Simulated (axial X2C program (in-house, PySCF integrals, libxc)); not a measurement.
**Curves of HYbH⁺ from open-shell CI on f13 s0**

Calculated with an axial X2C code built on PySCF integrals: two-component X2C with atomic mean-field Coulomb and Gaunt terms, basis H dyall-v3z, Yb dyall-v3z (cores contracted in-house). Orbitals come from Hartree–Fock averaged over the configuration Yb f13 s0; CI then distributes these electrons over the f, s shells of Yb.

Scan along the symmetric stretch (R is each bond); masses H 1.008 u, Yb 173.939 u, H 1.008 u. Energies in cm⁻¹ from the lowest point; levels are followed by energy order within each Ω. Lowest level at 1.992 Å: 100% f13.

| R (Å) | (1)Ω=1/2 | (1)Ω=3/2 | (1)Ω=5/2 | (1)Ω=7/2 | (2)Ω=1/2 | (2)Ω=3/2 | (2)Ω=5/2 |
| --- | --- | --- | --- | --- | --- | --- | --- |
| 1.853 | 1717 | 2647 | 3554 | 4911 | 12003 | 13142 | 14679 |
| 1.922 | 362 | 1208 | 2106 | 3430 | 10619 | 11697 | 13202 |
| 1.992 | 0 | 771 | 1652 | 2936 | 10232 | 11250 | 12713 |
| 2.072 | 585 | 1282 | 2136 | 3369 | 10793 | 11745 | 13154 |
| 2.151 | 1984 | 2617 | 3440 | 4621 | 12172 | 13063 | 14415 |
| 2.241 | 4334 | 4906 | 5690 | 6809 | 14504 | 15330 | 16613 |
| 2.351 | 7998 | 8504 | 9239 | 10284 | 18149 | 18902 | 20101 |

Fit the curves (1)Ω=1/2, (1)Ω=3/2, (1)Ω=5/2, (1)Ω=7/2, (2)Ω=1/2, (2)Ω=3/2, (2)Ω=5/2 near their minima.

From the open-shell CI curves, Te from the lowest:

| level | Te (cm⁻¹) | Re (Å) | ωe (cm⁻¹) |
| --- | --- | --- | --- |
| (1)Ω=1/2 | 0 | 1.985 | 1691.4 |
| (1)Ω=3/2 | 775 | 1.991 | 1685.6 |
| (1)Ω=5/2 | 1656 | 1.993 | 1675.3 |
| (1)Ω=7/2 | 2938 | 1.997 | 1662.0 |
| (2)Ω=1/2 | 10234 | 1.987 | 1690.5 |
| (2)Ω=3/2 | 11254 | 1.992 | 1680.0 |
| (2)Ω=5/2 | 12716 | 1.996 | 1664.3 |

Without dynamic correlation distances can be off by several hundredths of an Å (long for ionic bonds, short for multiple bonds) and the wavenumbers are rough.

There is no dynamic correlation: spin–orbit spacings and, for f shells, spacings inside one term are the most reliable numbers, splittings between terms come out too wide, and energies between configurations are not reliable, so the lowest level need not be the ground state of the molecule. At most 4 roots were kept for each Ω > 0 (twice that for Ω = 0) within 2.2 eV of the lowest, so higher up levels can be missing between those listed; levels with Ω > 0 are doubly degenerate and listed once, Ω = 0 levels singly. States that fill the shells left empty in the average are placed too high. The molecule was held linear; bending was not examined.
